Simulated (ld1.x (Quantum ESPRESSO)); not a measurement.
**sulfur: excitation energies, all-electron against TM**

```
Element                 : S
Generator               : ld1.x (Quantum ESPRESSO) 7.5
Type                    : norm-conserving Troullier–Martins (Kleinman–Bylander form)
Functional              : PBEsol
Relativity              : non-relativistic
Frozen core             : [He]
Valence charge          : 14
Reference configuration : 2s2 2p6 3s2 3p4
Partial waves           : 2s (bound): rc 0.40 bohr; 2p (bound): rc 0.75 bohr; 3d channel at 0.05 Ry: rc 0.65 bohr
Local potential         : the d channel
Core correction         : none
```

Occupied shells without a wave of their own: 3p, 3s. They enter only through the test configuration that unscreens the potential.

Energies are relative to the spin-unpolarised reference configuration 2s2 2p6 3s2 3p4; without spin polarisation the order of configurations can differ from experiment.

(1) Give the all-electron excitation energy and the error of the potential for: 2s2 2p6 3s2 3p3; 2s2 2p6 3s2 3p2; 2s2 2p6 3s2 3p1; 2s2 2p5 3s2 3p4; 2s2 2p6 3s0 3p6; 2s1 2p6 3s2 3p4; 2s2 2p6 3s1 3p5.

Levels in the configuration 2s2 2p6 3s2 3p3:

```tsv
level	all-electron (eV)	pseudo (eV)
2s	-221.690	-221.524
2p	-168.053	-167.872
3s	-27.435	-27.456
3p	-16.768	-16.467
```

A Bessel basis up to 400 Ry misses an occupied level by 0.02 Ry, so cutoffs and ghosts were not judged.

Results:

(1)

```
valence configuration  charge  ΔE all-electron (eV)  error AE − PS (meV)
      2s2 2p6 3s2 3p3      +1                11.747                 +242
      2s2 2p6 3s2 3p2      +2                34.000                 +605
      2s2 2p6 3s2 3p1      +3                68.008                +1105
      2s2 2p5 3s2 3p4      +1               173.478                 +253
      2s2 2p6 3s0 3p6       0                20.418                 -619
      2s1 2p6 3s2 3p4      +1               225.535                 -207
      2s2 2p6 3s1 3p5       0                10.152                 -297
```

The 3p, 3s levels have no wave, so the channel is fitted at the deeper level alone: the likely source of the large errors.
